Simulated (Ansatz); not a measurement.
CH$_{5}$GaSe (`C[Se][GaH2]`), charge 0, multiplicity 1.

Task: Give a relaxed structure at PBE0-D4/def2-TZVP (Ansatz 0.2.0). (Best estimate.)

Result: Computed: 
Z-matrix (Å, degrees):
```
C
Se 1 1.961
H 1 1.088 2 108.4
H 1 1.088 2 108.4 3 119.3
H 1 1.088 2 110.3 3 -120.4
Ga 2 2.306 1 100.1 3 120.4
H 6 1.560 2 117.1 1 -180.0
H 6 1.566 2 116.4 1 0.0
```
Point group Cs.
